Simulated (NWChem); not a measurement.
Atomisation of C2H2N

```xyz
5

C      0.0000     0.0000     1.2008
C      0.0000     0.0000    -0.1852
N      0.0000     0.0000    -1.3727
H      0.9494     0.0000     1.7575
H     -0.9494     0.0000     1.7575
```
Charge 0, spin multiplicity 2.

Program: NWChem. All single points use one geometry, from UPBE/def2-SVP, a minimum by its harmonic frequencies. It is one conformer; others weren't searched.

Basis set: def2-TZVP. The atomisation energy is electronic alone: no zero-point, thermal, spin-orbit or counterpoise terms. No value is extrapolated to the basis-set limit. Free atoms are single determinants with multiplicities C 3, N 4, H 2.

B3LYP has NWChem's definition, with VWN1-RPA local correlation. The structure started from a generated list of species. The unpaired electrons of the parent sit in orbitals of symmetry b2 (C2v labels of the run); other states weren't searched. No SCF solution was tested for a lower state.

For the atomisation energy, BHandHLYP gives 489.5 kcal/mol and LDA (SVWN5) gives 594.9 kcal/mol. What do B3LYP, PBE, r2SCAN give?

B3LYP: 514.8 kcal/mol; PBE: 537.1 kcal/mol; r2SCAN: 515.5 kcal/mol.
